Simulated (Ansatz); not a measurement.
ClCs, charge -1, doublet, at the geometry of the source list (a state made from the parent by changing its charge; the spin is typed, not shown lowest) (core potentials on Cs) (a gas-phase anion, which may not be bound at this level). Base run: BLYP/def2-SVP in Ansatz (an electronic-structure program).

Geometry (Å):
```xyz
2

Cs    -0.8964    -0.7916    -0.8418
Cl     0.8964     0.7916     0.8418
```
Charge -1, spin multiplicity 2.
Orbitals are unrestricted.
All else is at Ansatz's defaults.
Base energy -480.25778 Eh.

Each row names what was changed in the base input (with any setting that the change needs).

| change | ΔE vs base (mEh) |
|---|---|
| base | 0.000 |
| final_grid = 14, 28, 59 | 0.000 |
| final_grid = 4, 8, 17 | 0.101 |
| lower_state_search = off | 0.000 |
| point_charge = charge:-1.0 position_ang:2.7907, -3.308, -1.0875 | 71.764 |
| lower_state_search = full | 0.000 |
| final_grid = 10, 20, 41 | 0.000 |
| forces = on | 0.000 |
| final_grid = 6, 12, 29 | 0.000 |
| nuclear_model = gaussian | 0.405 |
| point_charge = charge:0.5 position_ang:-0.0111, -3.9791, -2.02 | -82.606 |

A gas-phase anion may not be bound at this level; its values then depend on the basis.
